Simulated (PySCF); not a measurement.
An EPR property job and its printed output. Input:

```
{"job": {"kind": "epr", "basis": "pcH-1"}, "charge": 0, "multiplicity": 2}
C     -1.132947    -1.628902     0.451829
C     -1.406590    -0.219288     0.147017
C     -0.148434     0.525156    -0.392515
C     -0.462966     1.977378    -0.724437
O      0.858317     0.507519     0.612998
B      1.817468    -0.414632     0.679439
O      2.019650    -1.360408    -0.260633
Cl     2.874667    -0.310097     2.077325
H     -0.915186    -1.943178     1.453551
H     -0.965278    -2.325608    -0.346713
H     -1.745249     0.310985     1.037976
H     -2.165031    -0.133449    -0.637045
H      0.224925    -0.004391    -1.277189
H     -0.819678     2.490000     0.164921
H     -1.223666     2.027801    -1.498113
H      0.435051     2.479104    -1.075988
H      2.747952    -1.965960    -0.123410
```

Theory: PySCF, UKS B3LYP, pcH-1 on B C Cl H O, non-relativistic, mean-field spin-orbit, GIAO. The structure is a single GFN2-xTB conformer in the gas phase; no vibrational or solvent corrections. The geometry wasn't refined by DFT: couplings that depend on bond lengths, twists or pyramidal angles can differ widely from those at the functional's own minimum.

Output of the driver script. Atoms in this output count from 0.

```
UKS, coarse grid
  cycle   1  E = -793.29883195  |g| = 6.88e-01
  cycle   2  E = -793.10453335  |g| = 1.02e+00
  cycle   3  E = -793.46371015  |g| = 9.39e-02
  cycle   4  E = -793.46665787  |g| = 4.67e-02
  cycle   5  E = -793.46747493  |g| = 1.17e-02
  cycle   6  E = -793.46752038  |g| = 5.60e-03
  cycle   7  E = -793.46753164  |g| = 1.45e-03
  cycle   8  E = -793.46753328  |g| = 5.60e-04
UKS, final grid
  cycle   1  E = -793.46748899  |g| = 5.39e-04
  cycle   2  E = -793.46748893  |g| = 6.73e-04
  cycle   3  E = -793.46748913  |g| = 8.08e-05
  cycle   4  E = -793.46748913  |g| = 3.72e-05
  cycle   5  E = -793.46748913  |g| = 1.98e-05
E = -793.46748913 Eh   <S^2> = 0.7537 (exact 0.7500)
g shifts (ppm)      1          2          3
  rmc          -143       -143       -143
  gc              5         36         23
  oz_so           3        415        898
  total        -135        308        777
hyperfine (MHz)  atom isotope    a_iso     a_fc   dipolar eigenvalues
    0   13C      96.57      96.67    -80.98    -80.21    161.20
    1   13C     -33.09     -33.10     -2.05     -0.41      2.46
    2   13C      82.77      82.79     -7.33     -6.79     14.12
    3   13C       0.67       0.67     -1.13     -1.06      2.20
    4   17O       1.12       1.12     -0.63      0.01      0.62
    5   11B      -0.02      -0.02     -0.89     -0.68      1.57
    6   17O      -9.10      -9.10     -3.51      1.64      1.87
    7  35Cl       0.14       0.13     -0.22     -0.19      0.41
    8    1H     -62.91     -62.92    -39.32     -0.03     39.34
    9    1H     -60.93     -60.95    -38.80     -0.63     39.43
   10    1H      13.07      13.07     -5.16     -4.15      9.31
   11    1H      68.99      68.99     -5.06     -4.51      9.57
   12    1H      -4.73      -4.73     -5.34     -2.14      7.48
   13    1H      -0.19      -0.19     -1.51     -0.97      2.49
   14    1H      -0.46      -0.47     -1.66     -0.82      2.48
   15    1H       4.53       4.53     -1.42     -0.56      1.98
   16    1H       0.26       0.25     -2.07     -1.29      3.35
```

|g| in the SCF lines is the orbital gradient. In the g block, columns 1 to 3 are the principal axes in rising order; rmc is the relativistic mass correction, gc the gauge correction and oz_so the orbital-Zeeman/spin–orbit term. a_fc is the Fermi-contact part of a_iso, the rest being spin–orbit.

(1) What does the output say about convergence, stability and spin contamination?

(2) What are the principal g values and g_iso?

(3) Which couplings shape the isotropic spectrum at natural abundance (0.05 mT or more)? Keep the log's numbering.

Results:

(1) The SCF converged after 13 cycles in all, 8 of them on the coarse grid; no stability test was run. ⟨S²⟩ = 0.7537 against the exact 0.7500, so spin contamination is small.

(2) Adding the total shifts to 2.002319 gives 2.00218, 2.00263, 2.00310; their mean shift is 317 ppm, so g_iso = 2.00264.

(3) atom 11 (1H, I = 1/2): 69.0 MHz = 2.46 mT in magnitude, a 1:1 doublet; atoms 8, 9 (1H, I = 1/2): mean -61.9 MHz = 2.21 mT in magnitude, a 1:2:1 triplet; atom 10 (1H, I = 1/2): 13.1 MHz = 0.47 mT in magnitude, a 1:1 doublet; atom 12 (1H, I = 1/2): -4.7 MHz = 0.17 mT in magnitude, a 1:1 doublet. Together 24 lines to first order. Nuclei that the bonding pattern makes equivalent are averaged, as if the motion that swaps them (rotation, inversion, ring flip) were fast.

The species is `[CH2]C[C@@H](C)OB(O)Cl` [radical]. The run used 300 basis functions and 10 iterations of the response equations. 

On one thread, Arm Neoverse V1 (aarch64), no GPU, shared host, this took 2.2 min (grids of density and orbitals included) and 0.96 GiB of memory at its peak.

Conformer computed: `[CH2:1][CH2:2][C@@H:3]([CH3:4])[O:5][B:6]([OH:7])[Cl:8]`: C1–C2–C3–C4 179°, C2–C3–O5–B6 94°, C3–O5–B6–O7 6°, H–O7–B6–O5 179°.
Labels such as C1 count atoms from 1, the log's own numbers from 0.
